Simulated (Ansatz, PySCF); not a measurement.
F2H5NSi2, SMILES N[SiH2][SiH](F)F.

Coordinates come from a PBE-D3(BJ)/def2-SVP optimisation. The structure was generated by enumeration, and PubChem lists no compound with its InChIKey, so it may never have been made. Other conformers were not sampled.

Vertical ionisation energy (IE) and electron affinity (EA) in eV. Rows of orbital energies are one-electron estimates. Where ΔSCF, EOM or ADC give a negative EA the extra electron is unbound and the value depends on the basis.

```tsv
level	IE	EA
−ε(HOMO), −ε(LUMO), PBE0/def2-TZVP (PySCF)	7.43	0.79
−ε(HOMO), −ε(LUMO), PBE/def2-TZVP (PySCF)	6.12	1.61
ΔSCF, PBE0/def2-SVPD (Ansatz), final states of multiplicity 2 and 2	9.51	-0.73
ΔSCF, PBE/def2-SVPD (Ansatz), final states of multiplicity 2 and 2	9.19	-0.58
```

Q: What vertical singlet–triplet gap does ΔSCF give with PBE0/def2-SVPD (Ansatz, a program for electronic structure) and with PBE/def2-SVPD (Ansatz)? (An estimate is asked for; the answer gives what the named calculation found.)

A: 4.81 and 4.42 eV (triplet above singlet where positive).
